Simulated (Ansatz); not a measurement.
Geometry optimisation of CH4BClS (`CSBCl`).

```yaml
crystal:
  periodic: [false, false, false]
  atoms:
    - {symbol: C, position_ang: [-0.471088, 1.194248, 0.226240]}
    - {symbol: S, position_ang: [1.013795, 0.340668, -0.426545]}
    - {symbol: B, position_ang: [0.583283, -1.383612, -0.282996]}
    - {symbol: Cl, position_ang: [1.746522, -2.592853, -0.818822]}
    - {symbol: H, position_ang: [-1.198452, 0.457793, 0.616375]}
    - {symbol: H, position_ang: [-0.160436, 1.877507, 1.039219]}
    - {symbol: H, position_ang: [-0.937390, 1.784434, -0.585433]}
    - {symbol: H, position_ang: [-0.484034, -1.735286, 0.176262]}
basis:
  gaussian: {orbitals: def2-TZVP}
hamiltonian: {xc: pbe0, dispersion: d4}
relax: {f_tol: 0.005, max_steps: 150}
```

```sh
$ ansatz run in.yaml --threads 2 --pin off --events-out ev --progress --plain
```

It prints (some lines left out):

```
Functional definition: PBE0
mean field -25129.42712159 eV, -923.4894133808 hartree, gradient 5.1e-5 eV, S^2 0.000000; 0 other end points of the search recorded, 0 dependent functions left out
relax step   1: F+E_penalty+E_count = -25129.56958737 eV  Δ(F+E_penalty+E_count) = +0.000e0 eV  max|allowed force component| = 4.686e-1 eV/Å  Δτ_max = 0.0000 Å  (27 SCF iters, accepted)
mean field -25129.45550624 eV, -923.4904564975 hartree, gradient 1.1e-5 eV, S^2 0.000000; 0 other end points of the search recorded, 0 dependent functions left out
relax step   2: F+E_penalty+E_count = -25129.59855954 eV  Δ(F+E_penalty+E_count) = -2.897e-2 eV  max|allowed force component| = 2.464e-1 eV/Å  Δτ_max = 0.0235 Å  (32 SCF iters, accepted)
mean field -25129.45504150 eV, -923.4904394186 hartree, gradient 1.1e-5 eV, S^2 0.000000; 0 other end points of the search recorded, 0 dependent functions left out
relax step   3: F+E_penalty+E_count = -25129.59819045 eV  Δ(F+E_penalty+E_count) = +3.691e-4 eV  max|allowed force component| = 2.029e-1 eV/Å  Δτ_max = 0.0336 Å  (31 SCF iters, rejected (line search))
mean field -25129.45955792 eV, -923.4906053940 hartree, gradient 1.1e-5 eV, S^2 0.000000; 0 other end points of the search recorded, 0 dependent functions left out
relax step   4: F+E_penalty+E_count = -25129.60279279 eV  Δ(F+E_penalty+E_count) = -4.233e-3 eV  max|allowed force component| = 2.421e-2 eV/Å  Δτ_max = 0.0129 Å  (32 SCF iters, accepted)
mean field -25129.45957584 eV, -923.4906060528 hartree, gradient 1.1e-5 eV, S^2 0.000000; 0 other end points of the search recorded, 0 dependent functions left out
relax step   5: F+E_penalty+E_count = -25129.60281279 eV  Δ(F+E_penalty+E_count) = -2.000e-5 eV  max|allowed force component| = 1.939e-2 eV/Å  Δτ_max = 0.0128 Å  (31 SCF iters, accepted)
mean field -25129.45964241 eV, -923.4906084989 hartree, gradient 1.1e-5 eV, S^2 0.000000; 0 other end points of the search recorded, 0 dependent functions left out
relax step   6: F+E_penalty+E_count = -25129.60288153 eV  Δ(F+E_penalty+E_count) = -6.874e-5 eV  max|allowed force component| = 1.081e-3 eV/Å  Δτ_max = 0.0095 Å  (32 SCF iters, accepted)
mean field -25129.45965809 eV, -923.4906090753 hartree, gradient 1.1e-5 eV, S^2 0.000000; 0 other end points of the search recorded, 0 dependent functions left out
relax step   7: F+E_penalty+E_count = -25129.60289776 eV  Δ(F+E_penalty+E_count) = -1.624e-5 eV  max|allowed force component| = 4.734e-3 eV/Å  Δτ_max = 0.0072 Å  (32 SCF iters, accepted)
mean field -25129.45967342 eV, -923.4906096385 hartree, gradient 1.1e-5 eV, S^2 0.000000; 0 other end points of the search recorded, 0 dependent functions left out
relax step   8: F+E_penalty+E_count = -25129.60291372 eV  Δ(F+E_penalty+E_count) = -1.596e-5 eV  max|allowed force component| = 9.823e-3 eV/Å  Δτ_max = 0.0118 Å  (31 SCF iters, accepted)
mean field -25129.45965538 eV, -923.4906089758 hartree, gradient 1.1e-5 eV, S^2 0.000000; 0 other end points of the search recorded, 0 dependent functions left out
relax step   9: F+E_penalty+E_count = -25129.60289738 eV  Δ(F+E_penalty+E_count) = +1.634e-5 eV  max|allowed force component| = 1.446e-2 eV/Å  Δτ_max = 0.0104 Å  (31 SCF iters, rejected (line search))
mean field -25129.45968132 eV, -923.4906099291 hartree, gradient 1.1e-5 eV, S^2 0.000000; 0 other end points of the search recorded, 0 dependent functions left out
relax step  10: F+E_penalty+E_count = -25129.60292185 eV  Δ(F+E_penalty+E_count) = -8.123e-6 eV  max|allowed force component| = 6.497e-3 eV/Å  Δτ_max = 0.0051 Å  (32 SCF iters, accepted)
mean field -25129.45968419 eV, -923.4906100343 hartree, gradient 1.1e-5 eV, S^2 0.000000; 0 other end points of the search recorded, 0 dependent functions left out
relax step  11: F+E_penalty+E_count = -25129.60292498 eV  Δ(F+E_penalty+E_count) = -3.133e-6 eV  max|allowed force component| = 5.386e-3 eV/Å  Δτ_max = 0.0037 Å  (32 SCF iters, accepted)
mean field -25129.45968489 eV, -923.4906100603 hartree, gradient 1.0e-5 eV, S^2 0.000000; 0 other end points of the search recorded, 0 dependent functions left out
relax step  12: F+E_penalty+E_count = -25129.60292572 eV  Δ(F+E_penalty+E_count) = -7.454e-7 eV  max|allowed force component| = 3.747e-3 eV/Å  Δτ_max = 0.0018 Å  (23 SCF iters, accepted)
mean field -25129.45968489 eV, -923.4906100603 hartree, gradient 1.3e-5 eV, S^2 0.000000; 1 other end points of the search recorded, 0 dependent functions left out
Total energy: -25129.60295449 eV, -923.4958751208 hartree
Atom 0 at    -0.471022     1.184187     0.216309 Å, force    -0.003586     0.003747     0.002565 eV/Å
Atom 1 at     0.979414     0.341070    -0.461897 Å, force     0.003095    -0.000147    -0.001336 eV/Å
Atom 2 at     0.578935    -1.367647    -0.269571 Å, force    -0.001954     0.000146     0.000350 eV/Å
Atom 3 at     1.728254    -2.572206    -0.805594 Å, force     0.001334    -0.001114    -0.000483 eV/Å
Atom 4 at    -1.201928     0.455274     0.560890 Å, force     0.000458     0.000248    -0.000320 eV/Å
Atom 5 at    -0.157767     1.812583     1.049099 Å, force    -0.000339    -0.001562    -0.001919 eV/Å
Atom 6 at    -0.912200     1.808693    -0.559483 Å, force     0.000969    -0.001226     0.000893 eV/Å
Atom 7 at    -0.451485    -1.719054     0.214547 Å, force     0.000023    -0.000093     0.000251 eV/Å
Dipole moment:    -0.360866     0.347126     0.168390 e Å
```

Run time 47 s (2 threads of a server CPU on a shared host); peak host memory 0.34 GiB.
